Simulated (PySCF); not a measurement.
## Orbital levels and atomic charges: Al10P6H36N4

System: Al10P6H36N4.

Cartesian coordinates (Å):
```
  1 Al    0.8824    1.6496   -3.3623
  2 Al    1.1783    0.0229   -0.1962
  3 Al   -0.3386    2.2545   -0.6197
  4 Al   -0.6260   -0.2500   -2.4878
  5 Al   -1.0137   -2.0120   -0.5225
  6 Al   -2.2214   -2.2497   -2.8670
  7 Al   -2.6902    0.5969   -0.6618
  8 Al    1.3094   -2.4575    0.7486
  9 Al   -3.0298    1.9396    1.6069
 10 Al   -1.3331   -0.1264    1.5268
 11 N     0.5318    0.9881   -1.6397
 12 N     0.0319   -1.0858    0.7555
 13 N    -1.5324    1.5034    0.5493
 14 N    -2.1469   -0.8740   -1.5728
 15 P    -1.5914    3.8962   -1.9419
 16 H    -0.9099    5.1045   -2.0123
 17 H    -2.3326    4.0800   -3.0976
 18 H    -2.5675    4.3645   -1.0686
 19 P     3.3668   -3.7866    0.2083
 20 H     4.7188   -4.0229    0.4748
 21 H     2.9641   -5.0252    0.6746
 22 H     3.4651   -4.2120   -1.1069
 23 P     3.1623    2.2841   -2.3669
 24 H     2.7088    3.1445   -1.3741
 25 H     3.5058    1.2820   -1.4608
 26 H     4.4458    2.8330   -2.4111
 27 P     3.0170   -0.9952    2.1079
 28 H     3.9030    0.0828    2.1231
 29 H     2.3727   -0.5892    3.2710
 30 H     3.8974   -1.8216    2.8069
 31 P    -0.1881    1.2304    3.3846
 32 H    -0.4088    1.1295    4.7574
 33 H     1.1027    1.7309    3.5235
 34 H    -0.7766    2.4829    3.2641
 35 P    -1.6489   -1.8665    3.3348
 36 H    -2.8416   -2.5567    3.2178
 37 H    -0.8508   -2.9969    3.3217
 38 H    -1.7111   -1.7820    4.7257
 39 H     2.3845   -1.0805   -0.6138
 40 H    -0.9510    1.0115   -3.6696
 41 H     0.6837    3.1934   -3.6509
 42 H    -3.2592    1.6714   -1.6884
 43 H     0.3127   -1.7142   -2.0520
 44 H    -1.3840   -3.4099   -2.0542
 45 H     1.5272    0.5156   -4.2389
 46 H    -3.5819   -2.6362   -3.4977
 47 H     1.4294   -3.0711    2.2270
 48 H    -3.0930    3.4326    2.0515
 49 H     0.5121    3.4295   -0.0357
 50 H    -2.7810    0.8622    2.8989
 51 H    -2.8977   -0.6363    1.0405
 52 H    -1.7996   -3.0201    0.4219
 53 H     0.7225   -3.5114   -0.3072
 54 H    -1.0785   -1.4439   -3.9082
 55 H     1.6903    1.1777    0.8237
 56 H    -4.2409    1.3395    0.6398
```

Method: CAM-B3LYP/def2-SVP, gas phase, PySCF, fitting set def2-universal-JFIT up to Ne and JKFIT beyond, grid level 1.

The bonding changed from the starting structure during the optimisation; the coordinates given are those used.

(1) Give the orbital energies near the gap.

(2) Give the partial charges of the non-hydrogen atoms.

Results:

(1) 
```tsv
orbital	eV
HOMO-4	-8.48
HOMO-3	-8.33
HOMO-2	-8.21
HOMO-1	-8.12
HOMO	-7.86
LUMO	0.27
LUMO+1	0.56
LUMO+2	0.77
LUMO+3	0.95
```

(2) 
```json
{"atom": "Al1", "Mulliken": "0.32", "IAO": "0.52", "Hirshfeld": "0.28"}
{"atom": "Al2", "Mulliken": "0.60", "IAO": "0.65", "Hirshfeld": "0.29"}
{"atom": "Al3", "Mulliken": "0.64", "IAO": "0.73", "Hirshfeld": "0.35"}
{"atom": "Al4", "Mulliken": "0.76", "IAO": "0.76", "Hirshfeld": "0.35"}
{"atom": "Al5", "Mulliken": "0.51", "IAO": "0.73", "Hirshfeld": "0.33"}
{"atom": "Al6", "Mulliken": "0.49", "IAO": "0.72", "Hirshfeld": "0.38"}
{"atom": "Al7", "Mulliken": "0.58", "IAO": "0.82", "Hirshfeld": "0.40"}
{"atom": "Al8", "Mulliken": "0.42", "IAO": "0.53", "Hirshfeld": "0.26"}
{"atom": "Al9", "Mulliken": "0.51", "IAO": "0.61", "Hirshfeld": "0.31"}
{"atom": "Al10", "Mulliken": "0.62", "IAO": "0.66", "Hirshfeld": "0.31"}
{"atom": "N11", "Mulliken": "-0.92", "IAO": "-1.11", "Hirshfeld": "-0.44"}
{"atom": "N12", "Mulliken": "-0.88", "IAO": "-1.10", "Hirshfeld": "-0.45"}
{"atom": "N13", "Mulliken": "-0.90", "IAO": "-1.11", "Hirshfeld": "-0.44"}
{"atom": "N14", "Mulliken": "-0.85", "IAO": "-1.08", "Hirshfeld": "-0.43"}
{"atom": "P15", "Mulliken": "0.14", "IAO": "0.33", "Hirshfeld": "0.26"}
{"atom": "P19", "Mulliken": "0.15", "IAO": "0.26", "Hirshfeld": "0.21"}
{"atom": "P23", "Mulliken": "0.14", "IAO": "0.25", "Hirshfeld": "0.20"}
{"atom": "P27", "Mulliken": "0.17", "IAO": "0.26", "Hirshfeld": "0.19"}
{"atom": "P31", "Mulliken": "0.12", "IAO": "0.28", "Hirshfeld": "0.23"}
{"atom": "P35", "Mulliken": "0.14", "IAO": "0.29", "Hirshfeld": "0.23"}
```
